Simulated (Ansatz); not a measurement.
Basis-set extrapolation for C$_{2}$H$_{10}$AlNSi (`CC[N]([AlH2])[SiH3]`) (PBE0-D4/def2-TZVP geometry, frozen core, Ansatz). Multiplicity 1, RHF reference.

```
                      def2-TZVPP   def2-QZVPP
                 HF  -666.965735  -666.989127
    MP2 correlation    -0.776560    -0.828158
CCSD(T) correlation    -0.870239      not run
```

Energies in hartree. Use E(X) = E(∞) + A·exp(−7.88·√X) for Hartree–Fock and E(X) = E(∞) + B·X^(−2.97) for correlation, with X = 3 and 4, and add CCSD(T) minus MP2 of the smaller set to the MP2 limit.

**Question.** What is the CCSD(T) energy at the basis-set limit?

**Answer.** HF limit: -666.989127 + (-0.023392) × 0.13774 = -666.99235. MP2 limit: -0.828158 + (-0.051598) × 0.74074 = -0.86638. Higher-order term: -0.870239 − (-0.776560) = -0.09368. Total: -667.95241 hartree, 73.1 kcal/mol below CCSD(T)/def2-TZVPP.
